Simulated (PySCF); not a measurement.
Excitation energy of Zr by level of theory

Zr [Kr] 4d2 5s2 (3F) → Zr [Kr] 4d3 5s1 (5F), as a difference of total energies. All numbers are calculated (PySCF 2.14, a scalar-relativistic core potential, in aug-cc-pwCVDZ-PP with ECP28MDF). Correlated levels: valence and next inner shell: nothing frozen outside the core potential. The calculations carry no spin-orbit coupling.

```json
{"method": "UHF", "excitation energy (cm⁻¹)": "7.8906", "error (cm⁻¹)": "-4731"}
{"method": "MP2 (valence and next inner shell)", "excitation energy (cm⁻¹)": "3883.3", "error (cm⁻¹)": "-855"}
{"method": "SCS-MP2 (valence and next inner shell)", "excitation energy (cm⁻¹)": "6989.3", "error (cm⁻¹)": "+2251"}
{"method": "CCSD (valence and next inner shell)", "excitation energy (cm⁻¹)": "4703.5", "error (cm⁻¹)": "-35"}
{"method": "CCSD(T) (valence and next inner shell)", "excitation energy (cm⁻¹)": "5481.4", "error (cm⁻¹)": "+743"}
```

Reference: 4738.5 cm⁻¹ (measured; NIST levels, between the centres of gravity of the two terms).

Errors of the correlated levels include the incompleteness of this basis.
